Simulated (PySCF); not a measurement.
Potential energy curve for KCl, singlet.

Levels of theory: RCCSD(T) = CCSD(T) on RHF/def2-SVP, 10 core orbitals frozen (PySCF 2.14.0); UKS-BHandHLYP = PySCF with unrestricted BHandHLYP/def2-SVP; RKS-BHandHLYP = PySCF with restricted BHandHLYP/def2-SVP; RKS-M06-2X = restricted M06-2X/def2-SVP run with PySCF.

Energies are in kJ/mol, each relative to the lowest point of its own curve near equilibrium.

| R / Å | RCCSD(T) | UKS-BHandHLYP | RKS-BHandHLYP | RKS-M06-2X |
|---|---|---|---|---|
| 2.13 | 191.8 | 177.2 | 177.2 | 175.1 |
| 2.31 | 67.2 | 59.2 | 59.2 | 57.9 |
| 2.39 | 37.2 | 31.5 | 31.5 | 30.4 |
| 2.51 | 11.2 | 8.2 | 8.2 | 7.5 |
| 2.57 | 4.5 | 2.7 | 2.7 | 2.2 |
| 2.68 | 0.0 | 0.0 | 0.0 | 0.0 |
| 2.79 | 2.5 | 4.0 | 4.0 | 4.6 |
| 2.85 | 6.0 | 8.1 | 8.1 | 9.1 |
| 2.98 | 16.8 | 20.2 | 20.2 | 22.0 |
| 3.12 | 31.8 | 36.3 | 36.3 | 38.8 |
| 3.29 | 52.5 | 57.9 | 57.9 | 61.3 |
| 3.65 | 99.5 | 105.3 | 105.3 | 110.0 |
| 4.03 | 147.8 | 152.4 | 152.4 | 157.5 |
| 4.47 | 198.6 | 200.6 | 200.6 | 206.1 |
| 4.83 | 235.1 | 234.4 | 234.4 | 240.1 |
| 5.33 | 277.0 | 269.6 | 272.4 | 278.6 |
| 5.87 | 311.2 | 293.3 | 302.8 | 309.6 |
| 6.56 | 340.4 | 312.2 | 330.1 | 337.5 |
| 7.32 | 378.2 | 325.1 | 350.5 | 358.9 |
| 8.13 | 396.3 | 333.6 | 365.6 | 375.0 |

At the longest distance, 8.13 Å, RCCSD(T) lies highest above its minimum (396.3 kJ/mol) and UKS-BHandHLYP lowest (333.6 kJ/mol).

The T1 diagnostic of CCSD on the restricted reference of RCCSD(T) exceeds 0.045 at 6.56 to 7.32 Å. The unrestricted determinant behind UKS-BHandHLYP is spin-contaminated at 5.33 to 8.13 Å (<S²> up to 0.6, against 0.00 for a pure singlet). At the longest distance UKS-BHandHLYP, RKS-BHandHLYP, RKS-M06-2X leaves fractional charges on the fragments, a sign of delocalisation error or of the restricted form. The restricted form behind RKS-BHandHLYP, RKS-M06-2X keeps the bonding electrons paired and can't separate into open-shell fragments.
